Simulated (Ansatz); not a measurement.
The same path of Cl₂GeH₂O (6 atoms, charge 0, multiplicity 1) was run twice with different band settings. Lost on the way: Ge1–H2, Ge1–O3. Made: H2–O3.

Theory: Ansatz, RKS BLYP/def2-SVPD.

Relaxed end points:

```xyz
6
Properties=species:S:1:pos:R:3
Ge 0.172 -0.088 0.421
H -0.196 0.116 1.898
O 1.948 -0.332 0.352
H 2.304 -0.472 -0.546
Cl -0.404 1.659 -0.789
Cl -0.870 -1.835 -0.421
```

```xyz
6
Properties=species:S:1:pos:R:3
Ge -0.688 0.533 0.645
H 1.400 -1.188 0.683
O 1.501 -0.229 0.868
H 1.913 0.151 0.061
Cl 0.029 1.422 -1.371
Cl -1.202 -1.639 0.031
```

Common settings: spring 5.0 eV/Å²; optimiser quadratic models (default); start path through a guess of the saddle point; force threshold 0.03 eV/Å; iteration limit 60; end points relaxed.

| run | movable images | climbing image |
| --- | --- | --- |
| 1 | 5 | yes |
| 2 | 8 | no |

(1) What does each run give, and how far can it be trusted?

Results:

(1) Run 1: converged after 17 iterations, highest image 1.919 eV above the first end. Neighbouring images differ by up to 1.9 eV, so the band resolves the path poorly. A vibrational analysis at the climbing image gives one clearly imaginary mode, 1227i cm⁻¹: a first-order saddle point.
Run 2: converged after 11 iterations, highest image 1.435 eV above the first end. Neighbouring images differ by up to 1.3 eV, so the band resolves the path poorly. No image climbed, so the highest image needn't sit at the top of the path.
The orbitals stay closed-shell, which can raise the energy where a bond breaks towards radicals; this wasn't checked here.
